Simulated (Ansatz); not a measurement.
Computed with Ansatz on PBE0-D4/def2-TZVP structures; ΔE is electronic, products minus reactants. CBS: MP2 limit from def2 TZ/QZ plus the TZ coupled-cluster correction, frozen cores. This one scheme is used for every species. Functionals use def2-TZVPP. B3LYP here is the variant with VWN-RPA as its local correlation; programs differ in this. Each species was taken in one conformer, which may not be the lowest.

`[NH2][AlH][CH]=O` + `CCS` → `CCSC=O` + `[NH2][AlH2]`  (substitution at a C–Al bond)

```
             level  ΔE (kJ/mol)
       LDA (SPW92)        -69.8
           BLYP-D4        -53.0
        r2SCANh-D4        -57.8
             B3LYP        -44.4
           r2SCAN0        -53.5
RPA@PBE/def2-TZVPP        -38.2
      MP2/def2-SVP        -52.9
    MP2/def2-TZVPP        -49.8
```

(1) What does CCSD(T)/CBS give? (Estimate.)

Largest T1 diagnostic among the species: 0.015.

Answers

(1) Ansatz gave: -41.8 kJ/mol. The listed levels differ from it by -28.0, -11.2, -16.0, -2.6, -11.7, 3.6, -11.1, -8.0 kJ/mol.

Leaving LDA and LC-ωPBE aside and taking each functional with its dispersion term where it has one, the values, not all of them listed here, spread over 22.1 kJ/mol, from B97M-V to BHLYP-D4. LDA lies −13.9 kJ/mol from PBE without D4. From BLYP to BHLYP (50 % exact exchange), in def2-TZVPP and without D4, ΔE moves by +6.9 kJ/mol.
